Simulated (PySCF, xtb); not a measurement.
Si(Br)(OH)2(NH2) (BrH₄NO₂Si), SMILES O[Si](Br)(O)N.

xtb with GFN2-xTB at its own geometry gives an orbital gap of 7.34 eV and a dipole moment of 5.86 D.

The structure is a stationary point at PBE0-D3(BJ)/def2-SVP. This is a generated structure with no PubChem entry under its InChIKey; it may be hypothetical. The values are those of a single conformer.

Task: What does PBE/def2-TZVP (PySCF) give? (The exact figures need the calculation; the answer reports its results.)

Result: gap 5.91 eV (levels -6.45 and -0.53 eV), dipole 1.90 D.
